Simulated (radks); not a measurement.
Values are calculated unless marked as measured or tabulated.
Coulomb parameter of the 5d shell of the mercury ion Hg2+ in the model configuration [Xe] 4f14 5d9 6s1, as a second difference U = [E(n + 0.25) + E(n - 0.25) - 2 E(n)] / (0.25)^2 with all orbitals relaxed. "Bare": the charge of the atom changes with n. "Screened": the 6s shell takes up the change at fixed total charge, which measures U(5d,5d) + U(6s,6s) - 2 U(5d,6s). Code: a radial shooting solver on a logarithmic mesh with Libxc functionals. Model: scalar-relativistic Kohn-Sham, PBE, spin-unpolarised, spherical densities, finite nucleus; Fermi nuclear charge, rms radius 5.4648 fm.

case                      configuration  E - E(n) (eV)
start                 [Xe] 4f14 5d9 6s1          0.000
bare +0.25         [Xe] 4f14 5d9.25 6s1         -7.482
bare -0.25         [Xe] 4f14 5d8.75 6s1          8.318
screened +0.25  [Xe] 4f14 5d9.25 6s0.75         -1.669
screened -0.25  [Xe] 4f14 5d8.75 6s1.25          1.760

U(bare) = 13.383 eV, U(screened by 6s) = 1.458 eV, against the Slater integral F0(5d,5d) = 17.468 eV with frozen orbitals.
